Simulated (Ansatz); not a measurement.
Stepwise reaction of `N[SiH2]S[SiH](N)F` with hydrogen, as a gas-phase model of exchange steps in deposition or etching. ΔE in kJ/mol.

Program: Ansatz. Geometries: PBE0-D4/def2-TZVP. ΔE: electronic, gas phase. CCSD(T)/CBS is the MP2 limit (def2-TZVPP, def2-QZVPP) plus CCSD(T) − MP2 in def2-TZVPP, frozen cores. This one scheme is used for every species. Functionals use def2-TZVPP. B3LYP here is the variant with VWN-RPA as its local correlation; programs differ in this. One conformer a species, not always the lowest.

| step | reaction | PBE-D4 | B3LYP-D4 | ωB97M-V | CCSD(T)/CBS |
| --- | --- | --- | --- | --- | --- |
| 1 | `N[SiH2]S[SiH](N)F` + H₂ → `N[SiH2]S[SiH2]F` + NH₃ | 52.6 | 56.1 | 57.3 | 53.6 |
| 2 | `N[SiH2]S[SiH2]F` + H₂ → `F[SiH2]S[SiH3]` + NH₃ | 38.1 | 39.4 | 40.1 | 39.2 |

Task: By hand: ΔE of the 2 steps together at CCSD(T)/CBS.

Result: (53.6) + (39.2) = 92.8 kJ/mol, or 46.4 kJ/mol a step.

In ΔE each step is lower than the one before. All are uphill at CCSD(T)/CBS. PBE-D4 differs from CCSD(T)/CBS by -1.1 to -1.0 kJ/mol a step. Isolated molecules leave out the surface, adducts and barriers. Largest T1 diagnostic: 0.012.
